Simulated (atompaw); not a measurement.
Cr: PAW (atompaw) pseudisation with PBE, scalar-relativistic reference atom.

Input for atompaw 4.2.0.5:

```
Cr 24
GGA-PBE scalarrelativistic loggrid 1500 logderivrange -5 5 251
4 4 3 0 0 0
4 0 0
4 1 0
3 2 3
0 0 0
c
c
c
v
c
c
v
v
2
2.65 2.50 2.00 2.10
y
-0.7
n
y
-1.1
n
y
-2.25
n
custom polynom2 7 10 vanderbiltortho besselshape
bessel
2.65
2.65
2.65
2.50
2.20
2.20
PWSCFOUT
UPFDX 0.0125d0 UPFXMIN -7.d0 UPFZMESH 24.d0
END
```

Command:

```bash
atompaw < Cr.input > Cr.log
```

Output (summary file):

```
Completed calculations for Cr (AE)

 Exchange-correlation type: GGA, Perdew-Burke-Ernzerhof

 Radial integration grid is logarithmic
 r0 =   3.4351539E-04 h =   8.2443693E-03   n =      1500 rmax =   8.0000000E+01

 Scalar relativistic calculation

 AEatom converged in  21 iterations
   nz     =  24.00
   delta  =       1.421287291366E-16

 All Electron Orbital energies:
  n  l      occupancy      energy
  1  0      2.0000000E+00 -4.3515528E+02
  2  0      2.0000000E+00 -5.2010110E+01
  3  0      2.0000000E+00 -8.2842292E+00
  4  0      0.0000000E+00 -2.1306723E+00
  2  1      6.0000000E+00 -4.4180499E+01
  3  1      6.0000000E+00 -6.1549187E+00
  4  1      0.0000000E+00 -1.6648820E+00
  3  2      3.0000000E+00 -2.8753051E+00

 Total energy
   Total                    :    -2097.10890348203475

 ---
 Completed calculations for Cr (SC)

 Exchange-correlation type: GGA, Perdew-Burke-Ernzerhof

 Radial integration grid is logarithmic
 r0 =   3.4351539E-04 h =   8.2443693E-03   n =      1500 rmax =   8.0000000E+01

 Scalar relativistic calculation

 SCatom converged in   1 iterations
   nz     =  24.00
   delta  =       5.293532252557E-17

 Valence Electron Orbital energies:
  n  l      occupancy      energy
   4  0      0.0000000E+00 -2.1306723E+00
   4  1      0.0000000E+00 -1.6648820E+00
   3  2      3.0000000E+00 -2.8753051E+00

 Total energy
   Total                    :    -2097.10890348090879
   Valence                  :     -105.10929893664344

 PAW parameters:
       lmax =            2
         rc =    2.6564140210048270
        irc =         1087
   rc_shape =    2.5074312765662286
    rc_vloc =    2.0069711706933631
    rc_core =    2.1087622875362948
   Vloc: truncated form - Vps(r)=A.sin(qr)/r for r<rc
   Projector type: improved polynomial pseudization + Vanderbilt ortho.
   Bessel compensation charge shape zeroed at   2.5074E+00

 Number of basis functions     6
 No.   n  nodes  l      Energy         Cp coeff         Occ
  1    4    3    0   -0.2130672E+01  0.1651941E+02  0.0000000E+00
  2  999    4    0   -0.7000000E+00  0.3211542E-01  0.0000000E+00
  3    4    2    1   -0.1664882E+01 -0.3125655E+03  0.0000000E+00
  4  999    3    1   -0.1100000E+01 -0.5854553E+02  0.0000000E+00
  5    3    0    2   -0.2875305E+01  0.9170358E+02  0.3000000E+01
  6  999    1    2   -0.2250000E+01  0.2060762E+03  0.0000000E+00

 Eigenvalues of overlap operator (in the basis of projectors):
    1        4.66697683E-03
    2        1.35780416E+00
    3        5.38895679E+00
    4        4.49378493E+01
    5        4.62567208E+02
    6        1.16237351E+04

 Orbital leakage outside PAW augmentation regions
   orb  is_core?  %out_of_sphere
   1 0    T           0.00
   2 0    T           0.00
   3 0    T           0.02
   4 0    F          35.55
   2 1    T           0.00
   3 1    T           0.10
   4 1    F          51.29
   3 2    F           1.58

 Summary of PAW energies
   Total valence energy     :   -105.10929978724585
   Smooth energy            :     10.60033914551912
   One center               :   -115.70963893276496
   Smooth kinetic           :      3.15047241209041
   Vloc energy              :      0.26079771207739
   Smooth exch-corr         :     -1.17565006777085
   One-center xc            :    -93.90393974860591
```

Note: ghost state, extra bound levels that the all-electron valence spectrum of the same l lacks: p at -30.4 eV. A true bound ghost makes a file unfit for plane-wave use.

The run took about 1.4 s on one core of a shared server CPU.
